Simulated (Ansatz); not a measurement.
Consider the isomerisation: `C[SiH2]C(C)F` → `C[Si](C)(C)F`.

Program: Ansatz. Geometries: PBE0-D4/def2-TZVP. ΔE: electronic, gas phase. CCSD(T)/CBS is the MP2 limit (def2-TZVPP, def2-QZVPP) plus CCSD(T) − MP2 in def2-TZVPP, frozen cores. Functionals use def2-TZVPP. One conformer a species, not always the lowest.

| level | ΔE (kJ/mol) | difference from CCSD(T)/CBS |
| --- | --- | --- |
| BLYP-D4 | -282.1 | 17.9 |
| r2SCAN-D4 | -298.2 | 1.8 |
| PBE0-D4 | -289.3 | 10.7 |
| r2SCANh-D4 | -299.9 | 0.1 |
| BHLYP-D4 | -297.6 | 2.4 |
| PBE-QIDH | -300.4 | -0.4 |
| PBE | -280.2 | 19.8 |
| r2SCAN | -298.1 | 1.9 |
| CAM-B3LYP | -291.8 | 8.2 |
| CCSD(T)/def2-SVP | -261.6 | 38.4 |
| MP2/def2-TZVPP | -308.6 | -8.6 |
| SCS-MP2/def2-TZVPP | -298.9 | 1.1 |
| CCSD/def2-TZVPP | -296.8 | 3.2 |
| CCSD(T)/def2-TZVPP | -295.4 | 4.6 |
| MP2/def2-QZVPP | -311.9 | -11.9 |
| MP2/CBS(def2) | -313.2 | -13.2 |
| CCSD(T)/CBS | -300.0 | 0 |

Largest T1 diagnostic among the species: 0.011.

At CCSD(T), def2-SVP lies +38.4 kJ/mol from the extrapolated value and def2-TZVPP +4.6 kJ/mol. From BLYP to BHLYP (50 % exact exchange), in def2-TZVPP and without D4, ΔE moves by −15.2 kJ/mol.

CCSD(T)/CBS has its own doubt, a few kJ/mol and more with outer-core shells, so smaller differences from it don't rank the levels.
